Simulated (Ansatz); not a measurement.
`C#[C][AlH][NH2]` + CH₃NH₂ → `C[NH][AlH][NH2]` + acetylene at 600 K and 1 bar (ligand exchange at the Al–C bond).

Computed with Ansatz on PBE0-D4/def2-TZVP structures; ΔE is electronic, products minus reactants. CBS: MP2 limit from def2 TZ/QZ plus the TZ coupled-cluster correction, frozen cores. This one scheme is used for every species. One conformer a species, not always the lowest.

```csv
species,CCSD(T)/CBS energy (Eh),H − E (kJ/mol),S (J/(mol·K))
`C#[C][AlH][NH2]`,-375.21570,187.5,391.3
CH₃NH₂,-95.75281,199.3,283.8
`C[NH][AlH][NH2]`,-393.74880,288.7,426.0
`C#C`,-77.22717,96.2,235.4
```

H − E and S are ideal-gas, rigid-rotor, harmonic terms from PBE0-D4/def2-TZVP, for one conformer and one mirror image of each species. 1 Eh = 2625.50 kJ/mol, R = 8.31446 J/(mol·K).

Question: By hand: ΔE, ΔH, ΔS and ΔG.

Answer: ΔE = (-393.74880) + (-77.22717) − (-375.21570) − (-95.75281) = -0.00746 Eh = -19.6 kJ/mol. Δ(H − E) = 288.7 + 96.2 − 187.5 − 199.3 = -1.9, so ΔH = -21.5 kJ/mol. ΔS = 426.0 + 235.4 − 391.3 − 283.8 = -13.7 J/(mol·K). ΔG = -21.5 − 600 × (-13.7)/1000 = -13.3 kJ/mol.

Question: By hand: the equilibrium constant, and the temperature at which ΔG would vanish if ΔH and ΔS stayed fixed.

Answer: log₁₀ K = −ΔG/(RT ln 10) = 1.2. ΔG = 0 at ΔH/ΔS = 1569 K, though so small a ΔS makes that figure unsure.

TΔS isn't small against ΔH here. A doubt of 5 kJ/mol in ΔE shifts log₁₀ K by 0.4 here. Other conformers and mirror images would add mixing entropy, several J/(mol·K) or more a flexible species. These are equilibria of isolated gas molecules and say nothing of rates. Largest T1 diagnostic: 0.013 (customary marks: 0.02 for closed shells, 0.045 for open ones).
